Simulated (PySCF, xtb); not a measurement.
GeOBr2, SMILES [O]=[Ge]([Br])[Br].

GFN2-xTB (xtb) at its own geometry gives an orbital gap of 3.41 eV and a dipole moment of 0.54 D.

Geometry: B3LYP-D3(BJ)/def2-SVP.

Task: What does PySCF with PBE/def2-TZVP give? (The exact figures need the calculation; the answer reports its results.)

Result: gap 3.08 eV (levels -7.14 and -4.05 eV), dipole 2.69 D.
